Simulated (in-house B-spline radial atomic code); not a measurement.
Configurations of Kr VI (Kr5+), with energies counted from [Ar] 3d10 4s2 4p1. Level of theory: non-relativistic SCAN, spin-polarised, spherical fractional occupations, point nucleus; calculated with an all-electron radial atomic-structure program (B-spline basis). Shells without spins written out take the highest spin.

Occupations are held fixed; configurations that lie above the ionisation limit could autoionise.

| configuration | E - E(ref) (eV) | highest orbital | its <r> (bohr) |
| --- | --- | --- | --- |
| [Ar] 3d10 4s1 4p2 | 11.654 | 4p up | 1.535 |
| [Ar] 3d10 4s1 4p1 4d1 | 37.658 | 4d up | 1.881 |
| [Ar] 3d10 4s2 4f1 | 45.172 | 4f up | 2.685 |
| [Ar] 3d10 4s1 4p1 5p1 | 53.018 | 5p up | 3.102 |
| [Ar] 3d10 4s2 5f1 | 56.586 | 5f up | 4.834 |
| [Ne] 3s2 3p5 3d10 4s2 4p1 4d1 | 231.57 | 4d up | 1.816 |
| [Ne] 3s2 3p(3 up, 2 down) 3d10 4s2 4p(1 up, 0 down) 4d(0 up, 1 down) | 233.07 | 4d down | 1.838 |

Q: Order these further configurations by energy, lowest first.
A. [Ar] 3d(4 up, 5 down) 4s2 4p(1 up, 0 down) 5p(1 up, 0 down)
B. [Ar] 3d10 4s2 4d1
C. [Ar] 3d9 4s2 4p1 5s1
D. [Ar] 3d10 4s2 5p1
E. [Ne] 3s2 3p(3 up, 2 down) 3d10 4s2 4p(0 up, 2 down)

A: B (25.287 eV), D (39.253 eV), C (129.21 eV), A (135.59 eV), E (205.04 eV).

Q: How far above the reference does [Ne] 3s2 3p5 3d10 4s2 4p1 5f1 lie?

A: 265.61 eV; its least bound orbital is 5f up with <r> = 4.644 bohr.

Q: How far above the reference does [Ar] 3d(4 up, 5 down) 4s2 4p(0 up, 2 down) lie?

A: 91.851 eV; its least bound orbital is 4p down with <r> = 1.493 bohr.
